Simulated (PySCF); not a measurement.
**Telling isomers of C₂H₁₁NO₃Si₃ apart by NMR**

Non-relativistic Hamiltonian, one averaged value for each set of equivalent atoms, no solvent, single conformer. NMR shieldings at PBE0/pcSseg-1/GIAO; GFN2-xTB geometry; PySCF.

References, each an isolated molecule treated in the same way: $^{1}$H, $^{13}$C vs TMS. Where no couplings were computed, multiplicities follow the n + 1 count of equivalent neighbours, and m marks all less simple cases (inequivalent or close neighbours, rings, F or P nearby). Acid and N–H amide carbonyl carbons lie up to 10 ppm further downfield in solution (hydrogen bonding). Shifts are as computed. Against solution values, carbons near 30 ppm lie about +3 ppm off and those near 130 ppm about +5 ppm. Of 1211 compounds with measured shifts, 218 miss one by over three times the rms of a fit or turn the order of signals round; such compounds aren't used in these exercises. OH and NH positions are gas-phase values without hydrogen bonding to other molecules.

(1) Tabulate the signals of `CC(=O)N[SiH2]O[SiH2]O[SiH3]`, `CN[Si@@H]1O[SiH2]O[Si@H](C)O1` and their relative energies.

(2) What is the quickest way to tell CC(=O)N[SiH2]O[SiH2]O[SiH3] from CN[Si@@H]1O[SiH2]O[Si@H](C)O1?

## Answers

(1) 
```json
{"SMILES": "CC(=O)N[SiH2]O[SiH2]O[SiH3]", "carbon types": "1×C 1×CH3", "δC": "178.9, 24.2", "δH": "5.50 (s, 2H), 5.20 (s, 3H), 4.93 (s, 2H), 4.57 (br s, 1H), 2.01 (s, 3H)", "E rel. (kcal/mol)": "63.7"}
{"SMILES": "CN[Si@@H]1O[SiH2]O[Si@H](C)O1", "carbon types": "2×CH3", "δC": "28.2, 2.6", "δH": "5.29 (m, 1H), 5.13 (m, 1H), 5.12 (m, 1H), 5.03 (s, 1H), 2.80 (s, 3H), 0.75 (br s, 1H), 0.31 (d, 3H)", "E rel. (kcal/mol)": "0.0"}
```

Energies are electronic energies at PBE0/pcSseg-1 on these geometries, without zero-point or thermal terms, each for the one conformer computed, which needn't be the lowest.

(2) Both give the same number of carbon signals, but DEPT or the intensities differ. The first has an amide carbonyl carbon (C) at 178.9 ppm, the second a methyl carbon bonded to Si (CH3) at 2.6 ppm. Their most deshielded carbons lie at 178.9 and 28.2 ppm.
